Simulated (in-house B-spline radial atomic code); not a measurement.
Atomic self-consistent-field run: Rb3+. All numbers are computed (scalar-relativistic (X2C) Hartree-Fock, spin-polarised, averaged over the determinants with the given up and down occupations; Fermi nucleus of rms radius 4.2036 fm, inside a hard spherical wall at 1.97 bohr) with an all-electron radial atomic-structure program (B-spline basis), not measured.

Command:
```bash
python run_scf.py task.json out
```
Settings (nuclear radius in fm, mass in u):
```
Z                37
configuration    [Ar] 3d10 4s1 4p4 4f1
hamiltonian      x2c
method           hf
spin_polarised   True
nucleus          fermi
rms_radius       4.2036
atomic_mass      84.91179
speed_of_light   137.035999084
wall_radius      1.97
```

Output (hartree, bohr):
```
 radial grid: 59 intervals, B-splines of order 8, outer radius 1.97 bohr

 iter        energy (Eh)    residual
    1       -2967.408236    4.50e-01
    2       -2967.793102    6.72e-02
    3       -2967.862276    1.59e-02
    4       -2967.866114    6.06e-03
    5       -2967.866346    2.19e-03
    6       -2967.866406    3.13e-04
    7       -2967.866408    6.18e-05
    8       -2967.866408    5.24e-06
    9       -2967.866408    3.72e-07
   10       -2967.866408    1.08e-08

 total energy                     -2967.86641
 kinetic                            3083.9433
 electron-nucleus                  -7190.6237
 electron-electron                  1138.8139

 orbital      occ     eigenvalue          <r>       <r^2>       <1/r>       r_max
 1s up      1.000      -561.9938    0.0398392   0.0021501     38.8623     0.02578
 1s down    1.000      -561.9354    0.0398387  0.00215003     38.8624     0.02578
 2s up      1.000       -77.7429     0.177035   0.0370311     8.63133      0.1492
 2s down    1.000       -77.6946      0.17706   0.0370382     8.62842      0.1492
 2p up      3.000       -68.7532     0.154923   0.0293807       8.256      0.1195
 2p down    3.000       -68.7043     0.154983   0.0294022     8.25284      0.1196
 3s up      1.000       -12.9533     0.508569     0.29725     2.84774      0.4496
 3s down    1.000       -12.8201     0.509808    0.298354      2.8346      0.4511
 3p up      3.000        -9.9827     0.518113    0.313756     2.66043      0.4463
 3p down    3.000        -9.8656     0.518554    0.313829      2.6542      0.4476
 3d up      5.000        -5.0173     0.530992    0.343932     2.36205      0.3975
 3d down    5.000        -4.9420     0.524166    0.333522     2.38203      0.3967
 4s up      1.000        -1.8369      1.13477     1.40504     1.17843       1.157
 4p up      3.000        -0.7425      1.15538     1.46208     1.15039       1.206
 4p down    1.000        -0.3234      1.15776     1.46806     1.14842       1.209
 4f up      1.000         2.1897      1.20599     1.54279    0.895228        1.25
```

Cost of the run: 0.18 s on 1 thread of Arm Neoverse V2 (shared host).

One-electron X2C: radii and densities carry no picture-change correction, so inner-shell <1/r> comes out high (for 1s by about 2 % at Z = 33, 5 % at 54, 10 % at 75, 30 % at 118) and <r> low.
